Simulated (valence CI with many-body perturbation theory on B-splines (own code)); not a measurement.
# Cu14+: calculated level list

Computed by valence CI with perturbative core correlation (CI+MBPT): five valence electrons over a frozen Dirac-Fock core [Ne], a basis of 11 s, 11 p, 10 d, 8 f, 5 g, 2 h functions for each j, with the one-electron correlation potential Σ1, the two-electron term Σ2, the three-electron term Σ3, Breit, model QED; selected CI, second order for the rest, scaled by the run's own slope (own B-spline code, finite nucleus).

No measured spectrum was set against this ion. As an estimate, levels of excited configurations hold to 0.05 to 0.15 % of their energy, terms of the ground configuration to about 0.5 %. Among the levels kept, up to 3300 cm⁻¹ of a level comes from second order outside the variational space, and about a tenth of that is noise between levels of different J, which matters for small intervals.

Levels 46 to 90 of 171, with energies above the lowest level, 3s2 3p3 4S°_3/2. "Leading %" is the weight of the configuration and term that name the level; weights of strongly mixed levels are sums over their largest components and can fall short. Lifetimes count E1, E2, E3, M1 and M2 decay at the calculated energies, and are blank where another channel may lead or the interval is too uncertain; long ones can be off by a factor of two.

```
No.  Configuration  Term     J  E (eV)  Leading %  Lifetime     Second component
 46      3s 3p3 3d   6D°   9/2   96.08         97   28.0 ns                     
 47            3p5   2P°   3/2   96.94         59   90.5 ps   33 % 3s 3p3 3d 2P°
 48            3p5   2P°   1/2  100.22         56   94.0 ps   35 % 3s 3p3 3d 2P°
 49      3s 3p3 3d   4D°   5/2  103.44         76    879 ps    9 % 3s 3p3 3d 4F°
 50      3s 3p3 3d   4D°   3/2  103.61         66    743 ps   23 % 3s 3p3 3d 4F°
 51      3s 3p3 3d   4D°   7/2  103.77         85   1.51 ns                     
 52      3s 3p3 3d   4D°   1/2  104.24         93   1.13 ns                     
 53      3s 3p3 3d   4F°   3/2  104.93         66    537 ps   24 % 3s 3p3 3d 4D°
 54      3s 3p3 3d   4F°   5/2  105.39         74    516 ps    9 % 3s 3p3 3d 4D°
 55      3s 3p3 3d   4F°   7/2  105.98         80    522 ps   8 % 3s2 3p 3d2 4F°
 56      3s 3p3 3d   4F°   9/2  106.83         86    551 ps   9 % 3s2 3p 3d2 4F°
 57      3s 3p3 3d   2S°   1/2  109.90         79    260 ps  13 % 3s2 3p 3d2 2S°
 58      3s 3p3 3d   4G°   5/2  110.44         88    170 ps   6 % 3s2 3p 3d2 4G°
 59      3s 3p3 3d   4G°   7/2  110.70         86    176 ps   5 % 3s2 3p 3d2 4G°
 60      3s 3p3 3d   4G°   9/2  111.06         86    188 ps    6 % 3s 3p3 3d 4F°
 61      3s 3p3 3d   4G°  11/2  111.55         94    204 ps   5 % 3s2 3p 3d2 4G°
 62      3s 3p3 3d   2G°   7/2  114.70         82    321 ps  10 % 3s2 3p 3d2 2G°
 63      3s 3p3 3d   4D°   1/2  114.77         89   91.4 ps   7 % 3s2 3p 3d2 4D°
 64      3s 3p3 3d   2G°   9/2  114.78         80    296 ps   8 % 3s2 3p 3d2 2G°
 65      3s 3p3 3d   4D°   3/2  115.13         54   65.5 ps   21 % 3s 3p3 3d 4P°
 66      3s 3p3 3d   4P°   5/2  115.43         30   42.4 ps   21 % 3s 3p3 3d 4D°
 67      3s 3p3 3d   4P°   1/2  115.94         82    155 ps   8 % 3s2 3p 3d2 4P°
 68      3s 3p3 3d   4P°   3/2  116.00         52   63.9 ps   25 % 3s 3p3 3d 4D°
 69      3s 3p3 3d   4P°   5/2  117.02         58   21.1 ps   15 % 3s 3p3 3d 2D°
 70      3s 3p3 3d   2D°   3/2  117.17         58   76.4 ps   9 % 3s2 3p 3d2 2D°
 71      3s 3p3 3d   4D°   5/2  117.42         56   97.4 ps   15 % 3s 3p3 3d 2D°
 72      3s 3p3 3d   4F°   7/2  118.00         50   93.5 ps   32 % 3s 3p3 3d 4D°
 73      3s 3p3 3d   4F°   9/2  118.24         80   93.2 ps    8 % 3s 3p3 3d 2G°
 74      3s 3p3 3d   4D°   7/2  118.33         51   49.4 ps   28 % 3s 3p3 3d 4F°
 75      3s 3p3 3d   4F°   5/2  118.42         86   63.7 ps                     
 76      3s 3p3 3d   4F°   3/2  118.66         89   67.9 ps                     
 77      3s 3p3 3d   4P°   3/2  119.42         56   13.3 ps   30 % 3s 3p3 3d 4S°
 78      3s 3p3 3d   4P°   5/2  119.81         61   22.2 ps   21 % 3s 3p3 3d 2F°
 79      3s 3p3 3d   4P°   3/2  120.00         45   11.5 ps   38 % 3s 3p3 3d 4S°
 80      3s 3p3 3d   2F°   7/2  120.09         64   89.9 ps  15 % 3s2 3p 3d2 2F°
 81      3s 3p3 3d   4P°   1/2  120.42         92   9.24 ps                     
 82      3s 3p3 3d   2F°   5/2  120.48         35   41.3 ps   20 % 3s 3p3 3d 4P°
 83      3s 3p3 3d   2D°   5/2  122.18         53   20.4 ps   10 % 3s 3p3 3d 4D°
 84      3s 3p3 3d   4D°   7/2  122.42         74   11.4 ps   9 % 3s2 3p 3d2 4D°
 85      3s 3p3 3d   4D°   1/2  122.76         48   12.0 ps   20 % 3s 3p3 3d 2P°
 86      3s 3p3 3d   2D°   3/2  122.77         82   27.6 ps   7 % 3s2 3p 3d2 2D°
 87      3s 3p3 3d   4D°   3/2  123.19         76   11.4 ps   8 % 3s2 3p 3d2 4D°
 88      3s 3p3 3d   4D°   5/2  123.26         55   14.0 ps   20 % 3s 3p3 3d 2D°
 89      3s 3p3 3d   2P°   3/2  124.23         67   10.3 ps         15 % 3p5 2P°
 90      3s 3p3 3d   2P°   1/2  124.33         36   10.3 ps   30 % 3s 3p3 3d 4D°
```

Names give the largest LS component (configuration and term), which can be under half, so a name can repeat, a term be missing and a line seem to break the LS rules; names also repeat where a configuration has a term twice.

Where two levels of one J and parity lie close, their mixing, g and order are uncertain.
